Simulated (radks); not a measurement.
Results of a calculation; reference values are marked as such.
Q: Pd I, configuration [Kr] 4d9.5 5p0.5 (fractional occupations, a model configuration). Level of theory: Dirac Kohn-Sham, PBEsol, spin-unpolarised, spherical densities, point nucleus; open shells fill j = l - 1/2 first (a radial shooting solver on a logarithmic mesh with Libxc functionals).

Spin-orbit splittings of the eigenvalues, e(l+1/2) - e(l-1/2), with zeta = 2 splitting/(2l+1) and mean radii in bohr:

| shell | occ. | splitting (eV) | zeta (eV) | <r> j=l-1/2 | <r> j=l+1/2 |
|---|---|---|---|---|---|
| 2p | 6 | ? | ? | 0.1172 | 0.1221 |
| 3p | 6 | 27.76 | 18.51 | 0.3714 | 0.3822 |
| 3d | 10 | 5.537 | 2.215 | 0.3557 | 0.3592 |
| 4p | 6 | 4.461 | 2.974 | 1.021 | 1.053 |
| 4d | 9.5 | 0.4562 | 0.1825 | 1.512 | 1.541 |
| 5p | 0.5 | 0.1008 | 0.06718 | 5.380 | 5.668 |

Estimate the 2p splitting.

A: 159.3 eV (zeta = 106.2 eV).
